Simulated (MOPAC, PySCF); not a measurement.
HClSSi, SMILES `S[Si]Cl` (lower singlet; H–S–Si–Cl torsion 0°), neutral singlet in the gas phase. This singlet lies 2.00 eV below the relaxed triplet at the level frozen-core CCSD(T)/cc-pVTZ // PBE0-D3(BJ)/def2-TZVP (Ansatz).

Cartesian coordinates (Å):
```xyz
4

S     -1.3092     0.5160     0.0129
Si     0.7575     1.0862     0.0070
Cl     1.6933    -0.7839    -0.0180
H     -1.1416    -0.8182    -0.0019
```
Charge 0, multiplicity 1.

All levels are single points at this geometry (PBE0-D3(BJ)/def2-TZVP); Pople sets use spherical d functions. Orbital energies aren't observables, and empty levels follow the basis.

```csv
level,HOMO (eV),LUMO (eV),gap (eV),dipole (D),"vertical IE, Delta-SCF (eV)"
PBE-D3(BJ)/def2-TZVP in PySCF,-6.26,-3.27,2.99,0.47,–
PBE0-D3(BJ)/def2-TZVP in PySCF,-7.34,-2.52,4.81,0.42,–
B3LYP/3-21G in PySCF,-7.43,-3.11,4.32,0.27,–
B3LYP/6-311+G** in PySCF,-7.30,-2.87,4.43,0.34,–
B3LYP/6-31G* in PySCF,-7.20,-2.74,4.46,0.35,9.57
B3LYP/LANL2DZ in PySCF,-7.41,-3.18,4.23,0.37,–
BP86/6-31G* in PySCF,-6.43,-3.43,3.00,0.49,–
M06-2X/6-31G* in PySCF,-8.44,-1.85,6.60,0.25,–
HF/6-31G* in PySCF,-9.88,0.40,10.28,0.25,8.92
HF/STO-3G in PySCF,-7.06,4.82,11.89,2.00,–
AM1 in MOPAC,-8.66,-1.80,6.86,0.96,–
PM3 in MOPAC,-8.95,-2.09,6.86,0.13,–
PM7 in MOPAC,-10.38,-1.73,8.65,1.45,–
```
